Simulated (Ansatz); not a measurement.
A structure relaxed at PBE0-D4/def2-TZVP, charge 0, multiplicity 1:

```
atom   x (Å)   y (Å)   z (Å)
  C1   0.850   1.009   1.799
  Y2   0.395   0.465  -0.432
  C3   1.080  -1.717  -0.929
  C4  -1.868   0.782  -0.938
  H5   1.571   1.831   1.923
  H6   1.267   0.151   2.345
  H7  -0.059   1.315   2.334
  H8   1.862  -1.778  -1.700
  H9   0.243  -2.328  -1.292
 H10   1.483  -2.224  -0.042
 H11  -2.055   1.552  -1.701
 H12  -2.440   1.083  -0.051
 H13  -2.329  -0.142  -1.315
```

Problem. Give its formula and SMILES.

Solution. C3H9Y, `[CH3][Y]([CH3])[CH3]`.

Problem. Point group (tolerance 0.08 Å, 0.16 Å for H)?

Solution. C3v.

Problem. Summarise the bond lengths by kind.

Solution. 3 × C–Y 2.340 to 2.341 Å; 9 × C–H 1.098 to 1.100 Å.

Program: Ansatz 0.2.0.
